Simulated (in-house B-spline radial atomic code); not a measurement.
Fe⁸⁺. Computed with a B-spline radial atomic code. Model: all-electron spherical atom, spin shells full or empty, radial basis limit, no spin-orbit coupling, Breit or QED, empty-state partial waves extrapolated as (l+1/2)^-4, RPA, G0W0 and static COHSEX of the highest shell as one setting changes (uncorrelated shells keep exact exchange).

Given: element Fe; charge 8; filled core Ne; hamiltonian one-electron scalar X2C; mean-field start LDA VWN5; highest l of empty states 9; nuclear rms radius 3.7377 fm; highest mean-field shell 3p.

Shell: 3s 1 1, 3p 3 3 (electrons up and down).

| lowest nl shells left uncorrelated | RPA correlation energy (hartree) | G0W0 level (eV) | G0W0 minus most complete (meV) | COHSEX level (eV) | linearised minus solved G0W0 (meV) |
| --- | --- | --- | --- | --- | --- |
| 0 | -1.2933 | -234.47 | 0 | -239.1 | -16.8 |
| 1 | ? | ? | ? | ? | ? |
| 2 | ? | ? | ? | ? | ? |
| 3 | -0.54669 | -234.26 | 210.3 | -238.76 | -16.5 |
| 4 | -0.40181 | -235.69 | -1213.3 | -239.84 | 11.9 |

(1) What follows for lowest nl shells left uncorrelated = 2?

(2) What follows for lowest nl shells left uncorrelated = 1?

Results:

(1) RPA correlation energy -0.98845 hartree; G0W0 level -234.44 eV; G0W0 minus most complete 32.4 meV; COHSEX level -239.1 eV; linearised minus solved G0W0 -16.8 meV.

(2) RPA correlation energy -1.1479 hartree; G0W0 level -234.46 eV; G0W0 minus most complete 12.3 meV; COHSEX level -239.1 eV; linearised minus solved G0W0 -16.8 meV.
